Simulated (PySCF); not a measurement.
A series of derivatives of CCCC#[O+]

Parent skeleton `[CH3:1][CH2:2][CH2:3][C:4]#[O+:5]`; one hydrogen on atom 3 is replaced by X. Hydrogens on one atom are averaged.

PySCF 2.14 calculation with coordinates at the GFN2-xTB level and PBE0/pcSseg-1 with gauge-including orbitals; a single conformation, rapidly exchanging positions averaged, in vacuum, no relativistic terms.

Chemical shifts δ = σref − σ; TMS for ¹³C (σ = 186.93 ppm), ¹H (σ = 31.72 ppm); H2O for ¹⁷O (σ = 336.08 ppm), all at this level.

Question: Order these by the shift of H(C2), most shielded first.
A. X = SO2CH3
B. X = C(S)CH3
C. X = cPent

Answer: C (2.79 ppm), A (2.91 ppm), B (3.32 ppm).

Question: Order these by the shift of H(C3), most shielded first.
A. X = C(S)CH3
B. X = SO2CH3
C. X = cPent
D. X = C2H5

Answer: C (3.08 ppm), D (3.46 ppm), B (4.50 ppm), A (4.85 ppm).

Unscaled 17O shifts of doubly bonded oxygen tend to come out too high, by tens of ppm or more. Experimental scales use liquid or dissolved standards, which lie at an offset from isolated H2O (liquid H2O: subtract about 36 ppm).
